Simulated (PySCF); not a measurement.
PySCF was given this input:
```python
from pyscf import gto, scf, cc

mol = gto.Mole()
mol.atom = '''
    Si    0.197941    2.032596   -0.870970
    Si   -0.101204    0.036891    0.559683
    Si    2.047711   -0.954613   -0.073907
    Si   -2.161009   -1.118910    0.436377
    H     1.455592    2.698511   -0.558155
    H     0.144703    1.512389   -2.231995
    H    -0.974498    2.817727   -0.508898
    H     0.121769    0.520420    1.935602
    H     3.152074   -0.063334    0.263217
    H     1.952334   -1.205445   -1.508666
    H     2.055886   -2.183609    0.710762
    H    -2.100095   -2.294645    1.303517
    H    -3.243137   -0.221017    0.838840
    H    -2.332760   -1.524494   -0.960794
'''
mol.basis = 'sto-3g'
mol.charge = 1
mol.spin = 1
mol.verbose = 4
mol.build()

mf = scf.UHF(mol)
mf.kernel()

mycc = cc.CCSD(mf, frozen=20)
mycc.kernel()
et = mycc.ccsd_t()
print('E(CCSD(T)) = %.10f' % (mycc.e_tot + et))
```

**Question.** What SCF-reference HOMO energy does CCSD(T)/STO-3G in PySCF give?

**Answer.** -13.06 eV

**Question.** What is the computed nuclear repulsion energy (CCSD(T)/STO-3G)?

**Answer.** 321.0678 Eh

**Question.** What is the computed SCF-reference Mulliken (on the basis functions themselves) charges in atom order (CCSD(T)/STO-3G)?

**Answer.** Si1 0.60, Si2 0.24, Si3 0.58, Si4 0.54, H5 -0.08, H6 -0.09, H7 -0.08, H8 -0.11, H9 -0.09, H10 -0.10, H11 -0.08, H12 -0.11, H13 -0.11, H14 -0.12

These values belong to the state on which the SCF converged, which isn't shown to be the lowest.
